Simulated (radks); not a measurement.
Results of a calculation; reference values are marked as such.
The bismuth anion Bi3-, [Rn], held by a Watson sphere: a shell of charge +4.23 at radius R that stands for the Madelung well of a crystal (potential energy -4.23/R inside, -4.23/r outside, in hartree with lengths in bohr). Level of theory: scalar-relativistic Kohn-Sham, LDA (Slater exchange, VWN5 correlation), spin-polarised, spherical densities, finite nucleus; Fermi nuclear charge, rms radius of each element as measured or else 0.836 A^(1/3) + 0.57 fm (a radial shooting solver on a logarithmic mesh with Libxc functionals). Response by self-consistent Sternheimer equations with the Hartree and adiabatic LDA kernel, the relativistic mass of each level held fixed and spin-orbit coupling left out. The sphere does not respond.

| R (bohr) | e(5d) (eV) | e(6s) (eV) | e(6p) (eV) | <r> 6p (bohr) | sum of <r^2> (bohr^2) | X-ray form factor at sin(theta)/lambda = 0.3 1/angstrom | alpha (bohr^3) |
|---|---|---|---|---|---|---|---|
| 3.05 | -34.956 | -24.355 | -15.021 | 2.877 | 100.2 | 62.188 | 47.16 |
| 3.16 | -34.472 | -23.807 | -14.635 | 2.924 | 102.2 | 62.215 | 50.80 |
| 3.33 | -33.796 | -23.015 | -14.053 | 2.996 | 105.3 | 62.253 | 56.97 |
| 4.72 | -30.236 | -18.548 | -10.186 | 3.550 | 131.9 | 62.390 | 137.5 |
| 5.1 | -29.617 | -17.774 | -9.395 | 3.689 | 139.6 | 62.395 | 171.2 |
| 5.94 | -28.540 | -16.465 | -7.961 | 3.981 | 157.3 | 62.402 | 269.5 |
